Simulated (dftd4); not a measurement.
H6Si2, charge +1, doublet, geometry from GFN2-xTB (a state made from the parent by changing its charge; the spin is typed, not shown lowest); D4 for hf (dftd4 4.2.0).

Input for dftd4:
```
$ dftd4 mol.xyz --func hf --charge 1 --json dftd4.json --noedisp --grad

# file mol.xyz
8

Si    -1.33666426     0.12731246    -0.01906279
Si     1.33666426    -0.12731246     0.01906279
H     -1.68020055    -0.85431230    -1.03882243
H     -1.46232753     1.53042532    -0.38919402
H     -1.65392012    -0.21926859     1.35961207
H      1.46232753    -1.53042532     0.38919402
H      1.68020055     0.85431230     1.03882243
H      1.65392012     0.21926859    -1.35961207
```

Output, abridged:

```
                    ____  _____ _____     ____  _  _
      -------------|  _ \|  ___|_   _|---|  _ \| || |------------
     |             | | | | |_    | | ___ | | | | || |_           |
     |             | |_| |  _|   | ||___|| |_| |__   _|          |
     |             |____/|_|     |_|     |____/   |_|            |
     |             ===================================           |
     |            E. Caldeweyher, S. Ehlert & S. Grimme          |
     |          Mulliken Center for Theoretical Chemistry        |
     |                    University of Bonn                     |
      -----------------------------------------------------------

Rational (Becke-Johnson) damping: hf-D4-ATM
---------------------
  s6         1.0000
  s8         1.6168
  s9         1.0000
  a1         0.4496
  a2         3.3574
 alp        16.0000
--------------------

Dispersion energy:      -1.2433149732557E-02 Eh

Gradient norm:           3.0768256818713E-03 Eh/a0
--------------------------------------------------
     #    Z           dE/dx      dE/dy      dE/dz
--------------------------------------------------
     1   14 Si    2.127E-03 -2.026E-04  3.034E-05
     2   14 Si   -2.127E-03  2.026E-04 -3.034E-05
     3    1 H    -2.152E-04  7.740E-05  5.386E-05
     4    1 H    -2.275E-04 -5.637E-05  1.742E-05
     5    1 H    -2.167E-04  4.178E-05 -8.068E-05
     6    1 H     2.275E-04  5.637E-05 -1.742E-05
     7    1 H     2.152E-04 -7.740E-05 -5.386E-05
     8    1 H     2.167E-04 -4.178E-05  8.068E-05
--------------------------------------------------

Virial:
--------------------------------------------------
      component           x          y          z
--------------------------------------------------
          x      -6.769E-03  5.825E-04 -8.722E-05
          y       5.825E-04 -7.081E-04  8.308E-06
          z      -8.722E-05  8.308E-06 -6.538E-04
--------------------------------------------------

[Info] Dispersion results written to 'dftd4.txt'
[Info] JSON dump of results written to 'dftd4.json'
```
